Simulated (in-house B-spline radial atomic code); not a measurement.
Inner levels of niobium as electrons are removed. A shift is the extra binding of the orbital against the neutral atom ([Kr] 4d3/2(4) 5s1). The density at the nucleus is averaged over the nuclear charge. Computed with a B-spline radial code for spherical atoms: Dirac-Hartree-Fock, jj configuration that fills j = l - 1/2 first, finite nuclei.

A number in brackets counts the electrons of a j subshell.

```json
{"ion": "Nb32+", "configuration": "[He] 2s2 2p1/2(2) 2p3/2(3)", "shift of 1s1/2 (eV)": "1929.6", "radius of 1s1/2 (bohr)": "0.036019", "Σ<r²> (bohr²)": "0.16521", "change of density at nucleus (bohr⁻³)": "-1002.69"}
{"ion": "Nb33+", "configuration": "[He] 2s2 2p1/2(2) 2p3/2(2)", "shift of 1s1/2 (eV)": "2160.44", "radius of 1s1/2 (bohr)": "0.035986", "Σ<r²> (bohr²)": "0.14056", "change of density at nucleus (bohr⁻³)": "-790.37"}
{"ion": "Nb34+", "configuration": "[He] 2s2 2p1/2(2) 2p3/2(1)", "shift of 1s1/2 (eV)": "2395.59", "radius of 1s1/2 (bohr)": "0.035953", "Σ<r²> (bohr²)": "0.11701", "change of density at nucleus (bohr⁻³)": "-572.79"}
{"ion": "Nb35+", "configuration": "[He] 2s2 2p1/2(2)", "shift of 1s1/2 (eV)": "2635.04", "radius of 1s1/2 (bohr)": "0.035918", "Σ<r²> (bohr²)": "0.094496", "change of density at nucleus (bohr⁻³)": "-349.92"}
{"ion": "Nb36+", "configuration": "[He] 2s2 2p1/2(1)", "shift of 1s1/2 (eV)": "2887.61", "radius of 1s1/2 (bohr)": "0.035878", "Σ<r²> (bohr²)": "0.073901", "change of density at nucleus (bohr⁻³)": "-173.86"}
{"ion": "Nb37+", "configuration": "[He] 2s2", "shift of 1s1/2 (eV)": "3144.92", "radius of 1s1/2 (bohr)": "0.035836", "Σ<r²> (bohr²)": "0.054254", "change of density at nucleus (bohr⁻³)": "4.3093"}
{"ion": "Nb38+", "configuration": "[He] 2s1", "shift of 1s1/2 (eV)": "3366.01", "radius of 1s1/2 (bohr)": "0.035832", "Σ<r²> (bohr²)": "0.028481", "change of density at nucleus (bohr⁻³)": "-4316.44"}
{"ion": "Nb39+", "configuration": "1s2", "shift of 1s1/2 (eV)": "3589.9", "radius of 1s1/2 (bohr)": "0.035811", "Σ<r²> (bohr²)": "0.0034505", "change of density at nucleus (bohr⁻³)": "-8779.92"}
{"ion": "Nb40+", "configuration": "1s1", "shift of 1s1/2 (eV)": "4306.64", "radius of 1s1/2 (bohr)": "0.035469", "Σ<r²> (bohr²)": "0.0016906", "change of density at nucleus (bohr⁻³)": "-43840.1"}
```
